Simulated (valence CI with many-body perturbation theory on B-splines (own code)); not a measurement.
Ge25+: electric-dipole lines

Level of theory: valence CI with perturbative core correlation (CI+MBPT): five valence electrons over a frozen Dirac-Fock core [He], radial functions for each j: 11 s, 11 p, 10 d, 8 f, 5 g, 2 h, with the one-electron correlation potential Σ1, the two-electron term Σ2, the three-electron term Σ3, Breit, model QED; selected CI, second order for the rest, scaled by the run's own slope (own B-spline code, finite nucleus).

No measured spectrum was set against this ion. As an estimate, levels of excited configurations hold to 0.05 to 0.15 % of their energy, terms of the ground configuration to about 0.5 %. Among the levels kept, up to 5600 cm⁻¹ of a level comes from second order outside the variational space, and about a tenth of that is noise between levels of different J, which matters for small intervals.

Lines 1 to 50 of 600 in falling wavelength, among levels below 128.84 Ry, chosen from the strongest by gf and those to the six lowest levels. Wavelengths and rates use the calculated energies, so an error of 1000 cm⁻¹ moves a line at 45.21 nm by 0.45 % and its rate by three times that or more. Electric multipoles are in the length gauge with retardation, E1 and E2 with the static RPA response of the core. Weak lines are less certain than strong ones. Lines between different terms over intervals too small for the method are left out, as are lines whose strength nearly cancels. Where a level lies close to another of its J and parity, the split of strength between their lines is uncertain. The highest levels of a list are the least certain.

Names give the largest LS component (configuration and term), which can be under half, so a name can repeat, a term be missing and a line seem to break the LS rules; names also repeat where a configuration has a term twice. Letters in brackets count levels of one name in rising energy.

```csv
λ vac (nm),Upper,Lower,A (s⁻¹),log gf,Branch %
45.21,2s 2p3 3p 4D_7/2 [a],2s 2p3 3s 2D°_5/2 [a],3.78e+08,-1.03,0.0
37.88,2s 2p3 3p 4D_3/2 [a],2s 2p3 3s 4D°_5/2,1.54e+09,-0.88,0.0
37.78,2s2 2p2 3p 4D°_1/2,2s2 2p2 3s 4P_1/2,2.22e+09,-1.02,4.3
37.08,2s 2p3 3p 4D_5/2 [b],2s 2p3 3s 4P°_5/2,1.01e+09,-0.90,0.0
37.06,2s2 2p2 3p 4D°_5/2,2s2 2p2 3s 4P_5/2,1.05e+09,-0.89,3.3
36.94,2s 2p3 3p 4F_3/2,2s 2p3 3s 4D°_3/2,1.08e+09,-1.05,0.0
36.84,2s 2p3 3p 4F_7/2,2s 2p3 3s 4D°_7/2,6.74e+08,-0.96,1.0
35.49,2s 2p3 3p 4D_3/2 [c],2s 2p3 3s 4P°_3/2,1.40e+09,-0.98,0.0
35.34,2s 2p3 3p 2F_5/2 [a],2s 2p3 3s 2D°_3/2 [a],2.33e+09,-0.58,0.0
35.01,2s 2p3 3p 2F_7/2 [a],2s 2p3 3s 2D°_5/2 [a],1.98e+09,-0.54,0.0
35.01,2s2 2p2 3d 2D_3/2 [b],2s 2p3 3s 4S°_3/2 [a],1.37e+09,-1.00,0.0
34.96,2s 2p3 3p 2F_5/2 [b],2s 2p3 3s 2D°_3/2 [c],2.67e+09,-0.53,0.0
34.82,2s 2p3 3p 4F_5/2,2s 2p3 3s 4D°_5/2,1.49e+09,-0.79,0.1
34.38,2s 2p3 3p 6P_3/2,2s 2p3 3s 6S°_5/2,3.03e+09,-0.67,0.5
34.04,2s 2p3 3d 4F°_9/2 [a],2s 2p3 3p 2F_7/2 [a],5.45e+08,-1.02,3.5
34.01,2s2 2p2 3p 4D°_3/2 [b],2s2 2p2 3s 4P_3/2,1.61e+09,-0.95,2.9
33.82,2s 2p3 3p 4D_7/2 [a],2s 2p3 3s 4D°_7/2,1.44e+09,-0.70,0.0
33.58,2s2 2p2 3d 2P_3/2 [b],2s2 2p2 3p 2P°_3/2 [b],1.26e+09,-1.07,0.0
33.35,2s 2p3 3d 4F°_9/2 [a],2s 2p3 3p 4F_9/2,1.08e+09,-0.74,7.0
33.29,2s 2p3 3p 4P_3/2 [e],2s 2p3 3s 4S°_3/2 [b],1.99e+09,-0.88,0.1
33.20,2s 2p3 3d 4F°_7/2 [b],2s 2p3 3p 4P_5/2 [c],1.11e+09,-0.83,0.0
33.16,2s 2p3 3p 6P_5/2,2s 2p3 3s 6S°_5/2,3.02e+09,-0.52,0.1
33.11,2s 2p3 3d 4G°_9/2,2s 2p3 3p 4D_7/2 [a],5.98e+08,-1.01,3.8
32.85,2s 2p3 3d 6D°_7/2,2s 2p3 3p 6P_7/2,1.06e+09,-0.86,0.4
32.83,2s 2p3 3p 4P_5/2 [a],2s 2p3 3s 4S°_3/2 [a],2.61e+09,-0.60,0.0
32.71,2s 2p3 3d 4F°_7/2 [a],2s 2p3 3p 2F_5/2 [a],6.83e+08,-1.06,0.0
32.69,2s 2p3 3d 4G°_7/2,2s 2p3 3p 4D_5/2 [a],8.09e+08,-0.98,0.5
32.52,2s2 2p2 3d 2D_5/2 [c],2s2 2p2 3p 2P°_3/2 [b],1.85e+09,-0.75,0.0
32.48,2s 2p3 3d 4F°_5/2 [b],2s 2p3 3p 4P_3/2 [c],9.76e+08,-1.03,0.0
32.44,2s 2p3 3d 4D°_7/2 [b],2s 2p3 3p 4P_5/2 [b],9.34e+08,-0.93,0.0
32.43,2s 2p3 3p 4F_5/2,2s 2p3 3s 4D°_3/2,1.46e+09,-0.86,0.1
32.28,2s 2p3 3d 2F°_7/2 [c],2s 2p3 3p 2D_5/2 [b],1.32e+09,-0.78,0.2
32.13,2s2 2p2 3d 2F_7/2 [a],2s2 2p2 3p 4D°_7/2,8.75e+08,-0.97,0.8
32.09,2s 2p3 3p 4P_3/2 [d],2s 2p3 3s 4P°_5/2,2.20e+09,-0.87,0.0
31.97,2s 2p3 3d 6D°_9/2,2s 2p3 3p 6P_7/2,3.40e+09,-0.28,88.6
31.94,2s2 2p2 3d 2D_3/2 [a],2s2 2p2 3p 2P°_1/2 [a],1.51e+09,-1.03,0.0
31.92,2s 2p3 3p 4P_5/2 [c],2s 2p3 3s 4P°_5/2,9.98e+08,-1.04,0.0
31.74,2s 2p3 3d 4G°_11/2,2s 2p3 3p 4F_9/2,3.63e+09,-0.18,33.0
31.67,2s2 2p2 3p 2D°_3/2 [b],2s2 2p2 3s 2D_5/2,2.82e+09,-0.77,0.5
31.59,2s 2p3 3d 4F°_7/2 [a],2s 2p3 3p 4F_7/2,8.15e+08,-1.01,0.0
31.57,2s2 2p2 3p 2D°_5/2 [a],2s2 2p2 3s 2D_3/2,1.89e+09,-0.77,2.7
31.55,2s 2p3 3p 2P_1/2 [f],2s 2p3 3s 2P°_3/2,3.36e+09,-1.00,0.1
31.47,2s 2p3 3p 4P_1/2 [a],2s 2p3 3s 4S°_3/2 [a],3.08e+09,-1.04,0.0
31.24,2s 2p3 3p 4D_5/2 [b],2s 2p3 3s 4P°_3/2,1.73e+09,-0.82,0.0
31.24,2s 2p3 3d 2G°_9/2 [b],2s 2p3 3p 2F_7/2 [b],3.72e+09,-0.26,4.3
31.13,2s 2p3 3d 2D°_5/2 [a],2s 2p3 3p 4P_3/2 [b],1.89e+09,-0.78,0.0
31.04,2s 2p3 3p 2P_3/2 [a],2s 2p3 3s 2D°_5/2 [a],3.15e+09,-0.74,0.0
31.02,2s 2p3 3p 2P_3/2 [d],2s 2p3 3s 2P°_3/2,3.05e+09,-0.75,0.1
30.94,2s 2p3 3d 4F°_9/2 [b],2s 2p3 3p 4D_7/2 [b],3.80e+09,-0.26,6.0
30.92,2s 2p3 3d 2F°_7/2 [d],2s 2p3 3p 2D_5/2 [b],1.05e+09,-0.92,0.0
```
